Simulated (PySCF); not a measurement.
**Nuclear quadrupole coupling in `C=CC/C=C/OC(F)F`**

Species: C6H8F2O.
Geometry (GFN2-xTB, Å), atoms numbered from 1 in this order:
```xyz
17
C6H8F2O angstrom
C      2.8945    1.1818   -0.2355
C      2.0203    0.4378    0.4141
C      1.2606   -0.7058   -0.1945
C     -0.2107   -0.4202   -0.1689
C     -1.0620   -1.1126    0.5678
O     -2.4260   -0.9178    0.6857
C     -2.9456    0.2294    0.2079
F     -4.1892    0.3540    0.6893
F     -3.0680    0.2163   -1.1459
H      3.1293    1.0049   -1.2724
H      3.4194    1.9929    0.2394
H      1.7953    0.6332    1.4544
H      1.4660   -1.6187    0.3686
H      1.5833   -0.8486   -1.2277
H     -0.5296    0.4093   -0.7831
H     -0.7761   -1.9612    1.1704
H     -2.3685    1.1374    0.4727
```

Field gradients from the PBE0/pcSseg-1 density (PySCF, non-relativistic), principal values in atomic units, ordered |Vxx| ≤ |Vyy| ≤ |Vzz|:

| atom | Vxx | Vyy | Vzz |
| --- | --- | --- | --- |
| O6 | -0.3017 | -1.5396 | 1.8413 |

Find the asymmetry η = (Vxx − Vyy)/Vzz and the couplings χ = eQV/h (234.96 MHz × Q in barn × V in au), with Q(17O) = −0.0256 b.

```tsv
atom	environment	nucleus	η	χzz (MHz)	χxx (MHz)	χyy (MHz)
O6	ether oxygen	17O	0.67	-11.08	1.81	9.26
```

What is Vzz at O6 in SI units (1 au = 9.71736 × 10²¹ V/m²)?

1.8413 au = 17.893 × 10²¹ V/m².

And the gradient at the other heavy atoms, for which no coupling is worked out here?

```csv
atom,environment,Vzz (au),η
C1,terminal =CH2 carbon,0.298,0.43
C2,alkene CH carbon,0.323,0.65
C3,allylic carbon,-0.079,0.74
C4,alkene CH carbon,0.204,0.53
C5,vinylic carbon bearing oxygen,-0.394,0.61
C7,CHF2 carbon,-0.420,0.46
F8,fluorine of a CF2 group,2.965,0.05
F9,fluorine of a CF2 group,2.851,0.07
```

Were the hydrogens deuterons (Q(2H) = 0.00286 b), χzz would run from 168 kHz (H17) to 227 kHz (H11).

The structure is a single GFN2-xTB conformer in the gas phase; no vibrational or solvent corrections. GFN2-xTB bond lengths can be off by several hundredths of an ångström, more for odd bonds, and the gradients follow them. With so small a basis the couplings can be 20 % off.
